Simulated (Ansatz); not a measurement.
CH8BSbSi, SMILES `B[SiH2][SbH][CH3]`, relaxed with RKS PBE-D4/def2-SVP in Ansatz 0.2.0 from a rough embedded geometry. The force threshold is 0.03 eV/Å; the program also tests the step.

Charge 0, multiplicity 1. Sb: def2 effective core potential.

Start:

```xyz
12

B     0.807    0.909    1.481
Si    0.542   -0.939    1.115
Sb    0.348   -1.240   -1.349
C    -1.324    0.176   -1.574
H    -0.002    1.742    1.244
H     1.815    1.281    2.111
H    -0.690   -1.399    1.733
H     1.682   -1.688    1.576
H     1.562    0.045   -1.710
H    -2.175   -0.310   -1.013
H    -1.027    1.087   -1.018
H    -1.538    0.335   -2.597
```

**Question.** By how much does the energy fall, and how many steps does the optimiser take? (An estimate is asked.)

**Answer.** Ansatz gave: 93.96 kJ/mol, in 25 steps, 4 of them rejected.

**Question.** Which bonds change most? (Best estimate.)

**Answer.** Computed: B1–H9 from 3.391 to 1.377 Å; Sb3–H9 from 1.804 to 1.940 Å; B1–Si2 from 1.903 to 2.007 Å.

**Question.** Give the relaxed structure. (Estimate.)

**Answer.** Computed: 
```xyz
12

B     1.142    0.829    0.799
Si    0.422   -0.962    1.348
Sb    0.668   -0.788   -1.205
C    -1.362    0.020   -1.468
H     0.332    1.738    0.906
H     2.324    0.980    1.061
H    -1.019   -1.153    1.726
H     1.300   -2.028    1.934
H     1.297    0.932   -0.565
H    -2.051   -0.831   -1.637
H    -1.669    0.567   -0.556
H    -1.383    0.696   -2.343
```
